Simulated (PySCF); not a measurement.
## Zirconium: highly charged ions in a basis for the neutral atom

Zr⁹⁺ [Ar] 3d10 4s2 4p1, Zr¹⁰⁺ [Ar] 3d10 4s2. Calculation: PySCF 2.14, in def2-TZVP with the def2 core potential (28 electrons) (6s4p3d1f, 40 functions); a scalar-relativistic core potential. No spin-orbit coupling, so a gap to NIST mixes the basis error with missing relativistic terms.

Changed run: basis of the neutral atom used for a highly charged ion. This setting is unsound on purpose.

| species | method | sound run (hartree) | changed run (hartree) | converged |
| --- | --- | --- | --- | --- |
| Zr⁹⁺ | UHF | not run | -22.63552 | yes |
| Zr⁹⁺ | M06-2X | not run | -22.76735 | yes |
| Zr⁹⁺ | B3LYP | not run | -22.76089 | yes |
| Zr¹⁰⁺ | UHF | not run | -16.41735 | yes |
| Zr¹⁰⁺ | M06-2X | not run | -16.57589 | yes |
| Zr¹⁰⁺ | B3LYP | not run | -16.50523 | yes |

Ionisation energy of Zr⁹⁺:

```
method  changed run (eV)      NIST (eV)
   UHF            169.20  172.02 ± 0.05
M06-2X            168.48  172.02 ± 0.05
 B3LYP            170.23  172.02 ± 0.05
```

The contracted functions were made for the neutral atom and can be too rigid for a highly charged ion.
